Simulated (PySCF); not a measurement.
## `COC(=O)C[C@@H](F)CCCl`, C6H10ClFO2

Cartesian coordinates in Å; atom numbers follow the order of the lines, from 1:
```xyz
20

C     3.523    0.619    0.749
O     2.535   -0.385    0.544
C     1.370    0.026    0.037
O     1.128    1.169   -0.242
C     0.422   -1.143   -0.116
C    -0.912   -0.742   -0.740
F    -1.602   -1.908   -1.034
C    -1.772    0.118    0.181
C    -3.087    0.515   -0.473
Cl   -2.812    1.649   -1.823
H     3.114    1.436    1.346
H     4.344    0.134    1.272
H     3.862    1.018   -0.209
H     0.262   -1.593    0.867
H     0.902   -1.897   -0.743
H    -0.752   -0.233   -1.698
H    -1.200    1.008    0.445
H    -1.998   -0.448    1.088
H    -3.736    1.025    0.237
H    -3.595   -0.356   -0.886
```

Method: GIAO wB97X-D/pcSseg-1 magnetisability, rotational g tensor and spin-rotation constants, non-relativistic, gas phase (PySCF 2.14.0). Geometry: GFN2-xTB.

(1) Give the nuclear spin-rotation constants along the inertial axes (H = +C I·J) beside the isotropic shieldings.

Answers

(1) Rotational constants 1.9315, 0.5231, 0.4427 GHz. A star marks the isotopologue with that one atom substituted, in its own axes.
| atom | isotope | Caa (kHz) | Cbb (kHz) | Ccc (kHz) | mean (kHz) | σ (ppm) |
| --- | --- | --- | --- | --- | --- | --- |
| F7 | 19F | 0.901 | 0.230 | 0.135 | 0.422 | 401.7 |
| Cl10 | 35Cl | 0.329 | 0.062 | 0.079 | 0.157 | 881.9 |
| H11 | 1H | -0.167 | -0.022 | -0.011 | -0.067 | 27.7 |
| H12 | 1H | 0.065 | -0.049 | -0.045 | -0.010 | 28.1 |
| H13 | 1H | -0.192 | -0.037 | 0.005 | -0.075 | 28.0 |
| H14 | 1H | -0.213 | -0.035 | -0.005 | -0.084 | 29.3 |
| H15 | 1H | -0.188 | -0.027 | -0.013 | -0.076 | 28.8 |
| H16 | 1H | -0.151 | -0.036 | 0.009 | -0.060 | 26.5 |
| H17 | 1H | -0.127 | -0.005 | -0.047 | -0.060 | 29.3 |
| H18 | 1H | -0.218 | -0.037 | -0.008 | -0.087 | 30.3 |
| H19 | 1H | -0.138 | -0.048 | 0.000 | -0.062 | 28.2 |
| H20 | 1H | -0.114 | -0.006 | -0.039 | -0.053 | 27.9 |
| C1 | 13C* | 0.384 | 0.092 | 0.092 | 0.189 | 132.5 |
| O2 | 17O* | -0.270 | -0.181 | -0.054 | -0.168 | 148.1 |
| C3 | 13C* | 1.025 | 0.189 | 0.115 | 0.443 | 8.2 |
| O4 | 17O* | -1.132 | -0.309 | -0.025 | -0.489 | -103.1 |
| C5 | 13C* | 0.293 | 0.095 | 0.089 | 0.159 | 144.8 |
| C6 | 13C* | 0.519 | 0.097 | 0.127 | 0.248 | 98.5 |
| C8 | 13C* | 0.353 | 0.091 | 0.079 | 0.174 | 145.2 |
| C9 | 13C* | 0.368 | 0.095 | 0.078 | 0.180 | 141.0 |

For the geometry as given, no vibrational averaging.
